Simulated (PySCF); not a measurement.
## IO⁺: one state, many levels of theory

State: ³Σ⁻ (triplet), unpaired electrons π ↑↑. Set-up: basis I aug-cc-pVDZ-PP with ECP28, O aug-cc-pVDZ; scalar-relativistic core potentials; PySCF 2.14. De refers to I⁺ + O in their high-spin ground configurations, without counterpoise correction. The functionals are run spin-unrestricted. A positive dipole points towards O; it is taken about the centre of mass and depends on that origin. Levels whose curve was spin-contaminated or gave no clean fit are not listed.

```
    Level  Re (Å)  ωe (cm⁻¹)  De (eV)  μ (D)  CPU s a point (SCF and correlation, without the integrals)
     ROHF   2.030        360   -0.432   1.12                                                        0.18
      PBE   1.863        769     4.05  -1.48                                                         1.3
     BLYP   1.880        741     3.89  -1.47                                                        0.94
   r²SCAN   1.846        797     3.51  -1.46                                                         2.3
     PBE0   1.831        826     3.13  -1.56                                                         1.2
      M06   1.825        832     3.30  -2.02                                                         1.4
CAM-B3LYP   1.827        838     3.02  -1.66                                                         1.3
   B2PLYP   1.847        844     3.20  -1.43                                                        0.89
```

(1) What does a quarter of exact exchange do here, going from PBE to PBE0?

(2) What does the step from GGA to meta-GGA do here, going from PBE to r²SCAN?

Correlated steps freeze 5 core orbitals. Spin–orbit coupling is left out, which matters for elements this heavy, above all for dissociation energies. For an ion De counts to the pair picked by the measured ionisation energies or electron affinities, which need not be the lowest pair at this level. B2PLYP dipoles, levels and charges come from its SCF part alone. A negative De means that the minimum lies above the separated atoms at that level. The state was picked by a PBE0 search and need not be the measured ground state.

The whole job (state search and all levels along the bond) took about 3.3 min on 1 thread of Arm Neoverse V1 (shared host), peak memory 0.79 GiB.

## Answers

(1) PBE0 less PBE: -3.2 pm in Re, +7.4 % in ωe, -0.92 eV in De. Exact exchange removes part of the self-interaction that spreads semilocal densities, and in most molecules shortens and stiffens the bond and lowers De; so it does here.

(2) r²SCAN less PBE: -1.7 pm in Re, +3.6 % in ωe, -0.54 eV in De.
